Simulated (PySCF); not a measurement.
**Assigning NMR signals**

Cartesian coordinates in Å; atom numbers follow the order of the lines, from 1:
```xyz
15

F    -2.803    0.175    0.234
C    -1.766    1.040   -0.026
Si   -0.113    0.084   -0.007
C     1.344    1.314   -0.374
F     1.426    2.309    0.533
F     1.222    1.923   -1.571
F     2.539    0.703   -0.378
C     0.341   -1.420    1.024
C     0.196   -1.703   -0.498
H    -1.975    1.496   -0.999
H    -1.808    1.818    0.743
H     1.335   -1.534    1.431
H    -0.406   -1.879    1.655
H     1.102   -1.988   -1.013
H    -0.638   -2.331   -0.775
```

All values are calculated (PySCF 2.14.0 with density-fitted response routines): GFN2-xTB geometry, PBE0/pcSseg-1 with gauge-including orbitals. A single conformation, no relativistic terms, in vacuum, rapidly exchanging positions averaged.

Shifts are taken against calculated references (same method and geometry level): 13C (σ = 186.93 ppm) and 1H (σ = 31.72 ppm) vs TMS.

Problem. Assign these signals to the numbered atoms. 13C{1H} NMR (computed): δ 139.3, 71.3, -0.9.

Solution. 
| δ (ppm) | atoms | environment | reason |
| --- | --- | --- | --- |
| 139.3 | C4 | CF3 carbon | 3 electronegative neighbours deshield it |
| 71.3 | C2 | sp3 CH2 bonded to F and Si | deshielded by the electronegative neighbour |
| -0.9 | C8/C9 | three-membered-ring carbon | carbons of three-membered rings are unusually shielded |

Problem. Assign these signals to the numbered atoms. 1H NMR (600 MHz, computed): δ 5.57 (m, 2H), 1.11 (m, 2H), 1.11 (m, 2H).

Solution. 
```tsv
δ (ppm)	atoms	environment	reason
5.57	H10/H11	hydrogen on an sp3 CH2 bonded to F and Si	its carbon carries F, hence the downfield position
1.11	H13/H15	hydrogen on a three-membered-ring carbon	cyclopropane-type protons are shielded by the ring
1.11	H12/H14	hydrogen on a three-membered-ring carbon	–
```

H13/H15 and H12/H14 lie closer than the usual error of such a calculation, so a measured spectrum could show them in the other order.

Splittings by 19F in the carbon and heteronuclear signals aren't shown, as no couplings were computed. Shifts are as computed. Against solution values, carbons near 30 ppm lie about +3 ppm off and those near 130 ppm about +5 ppm. Of 1211 compounds with measured shifts, 218 miss one by over three times the rms of a fit or turn the order of signals round; such compounds aren't used in these exercises. Multiplicities follow the n + 1 count of equivalent neighbours, as no J values were calculated; m marks all less simple cases, F and P coupling included.
